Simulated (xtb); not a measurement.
AlI2, SMILES [I][Al+][I], charge +1. All values are semi-empirical tight-binding results from xtb (GFN2-xTB unless named), good for trends rather than for accurate numbers. Geometry: GFN2-xTB. The multiplicity is an assumed one; other spin states were not compared. The isomer is the one that the SMILES or the coordinates give; other isomers of the formula were not compared.

Optimised geometry:

```xyz
3

Al     0.0000     0.0000     0.0000
I      0.0000     0.0000    -2.4744
I      0.0000     0.0000     2.4744
```
Charge +1, spin multiplicity 1.

For metal compounds this method's bond lengths and energies can be far off.

```json
{
 "point_group_as_xtb_finds_it": "D∞h",
 "orbital_gap": "2.88 eV",
 "zero_point_energy": "1.6 kcal/mol",
 "G − E(el) at 298.15 K (modified RRHO)": "-16.3 kcal/mol"
}
```

Computed atomic charges and the Wiberg bond orders between heavy atoms:
charges (e) Al1 0.55, I2 0.23, I3 0.23. Bond orders Al1–I2 1.67, Al1–I3 1.67.
